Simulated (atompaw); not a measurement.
**What one change does to a pseudopotential (titanium (Ti), PAW (atompaw))**

Ti (Z = 22), PAW, made with atompaw 4.2.0.5 (PBE, non-relativistic). Core [Ne], reference 3s2 3p6 3d3 4s1 4p0. Waves: 3s (bound): rc 1.40 bohr; 4s (bound): rc 2.70 bohr; 3p (bound): rc 1.45 bohr; 4p (bound, empty): rc 2.70 bohr; 3d (bound): rc 2.70 bohr; 3d channel at 4.4 Ry: rc 2.70 bohr; 4f channel at 0.35 Ry: rc 2.70 bohr. Local part: bessel scheme, radius 2.30 bohr. Core correction: smooth core density matched at 1.70 bohr. Augmentation charge: sinc compensation charge, radius 2.45 bohr; PAW radius 2.70 bohr; waves and projectors: custom polynom2 7 10 vanderbiltortho.

All-electron outer shells of the reference configuration (PBE, non-relativistic, ld1.x):

| shell | level (eV) | outermost node (bohr) | outermost maximum (bohr) |
| --- | --- | --- | --- |
| 2p | -439.60 | – | 0.22 |
| 3s | -58.39 | 0.40 | 0.88 |
| 3p | -35.52 | 0.37 | 0.91 |
| 4s | -3.66 | 1.27 | 3.07 |
| 3d | -1.97 | – | 1.01 |
| 4p | -1.11 | 1.42 | 4.20 |

Change: all radii scaled by about 1.14 (s 1.60, p 1.66, d 3.08, f 3.08 bohr); local potential bessel scheme, radius 2.62 bohr; augmentation sinc compensation charge, radius 2.80 bohr; PAW radius 3.08 bohr; waves and projectors: custom polynom2 7 10 vanderbiltortho; core correction smooth core density matched at 1.94 bohr.

Cutoffs: the cutoffs (Ry, on a coarse ladder) from which the occupation-weighted sum of valence levels, in a spherical-Bessel basis at the reference potential, stays within 10 and 1 mRy of its value at 400 Ry; they do not see the model core or the augmentation charge, which bear on the density cutoff.

Task: What does the change do?

Result: The potential gets softer (40 Ry and 230 Ry → 25 Ry and 90 Ry); neither file shows a bound ghost. A larger radius leaves more room for a smooth pseudo-wave, so fewer plane waves are needed.

```csv
quantity,base,changed
"cutoff, loose",40 Ry,25 Ry
"cutoff, tight",230 Ry,90 Ry
loose cutoff by channel (10 mRy a level),"s 18 Ry, p 21 Ry, d 12 Ry","s 15 Ry, p 21 Ry, d 8 Ry"
bound ghosts,none,none
lowest overlap eigenvalue by channel,"s 0.46, p 0.58, d 1.00, f 1.00","s 0.47, p 0.62, d 1.00, f 1.00"
```

 The cutoffs see the waves, projectors and local potential, not the compensation charge or the core.
